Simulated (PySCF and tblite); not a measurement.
Values are calculated unless marked as measured or tabulated.
4 diastereomers of C₅H₁₁FOSSi, numbered alike:

| isomer | SMILES | descriptors (one enantiomer) |
| --- | --- | --- |
| A | [O:1]=[S@@:2]1[CH2:3][CH2:4][CH2:5][C@H:6]([F:7])[C@@H:8]1[SiH3:9] | 2R, 6S, 8R |
| B | [O:1]=[S@@:2]1[CH2:3][CH2:4][CH2:5][C@@H:6]([F:7])[C@@H:8]1[SiH3:9] | 2R, 6R, 8R |
| C | [O:1]=[S@:2]1[CH2:3][CH2:4][CH2:5][C@@H:6]([F:7])[C@@H:8]1[SiH3:9] | 2S, 6R, 8R |
| D | [O:1]=[S@:2]1[CH2:3][CH2:4][CH2:5][C@H:6]([F:7])[C@@H:8]1[SiH3:9] | 2S, 6S, 8R |

Each isomer is a Boltzmann average at 298.15 K over at most 5 conformers: GFN2-xTB geometries, energies B3LYP/def2-SVP (D3(BJ) added where defined), GFN2-xTB thermal terms. Programs: PySCF with density fitting and tblite.

**Question.** Rank the isomers by free energy at 298.15 K.

**Answer.** 
| isomer | ΔG (kcal/mol) | ΔE, lowest conformer | conformers | largest weight % | rms dipole (D) |
| --- | --- | --- | --- | --- | --- |
| D | 0.0 | 0.0 | 2 | 100 | 2.97 |
| B | 0.4 | 0.5 | 2 | 97 | 3.24 |
| A | 2.4 | 2.7 | 4 | 51 | 4.01 |
| C | 3.3 | 3.7 | 1 | 100 | 3.36 |

ΔG is for one enantiomer.

**Question.** If they could interconvert freely, what would the mixture hold (chiral isomers as racemates)?

**Answer.** D 65 %, B 34 %, A 1 %, C 0 %. A racemate gains RT ln 2.
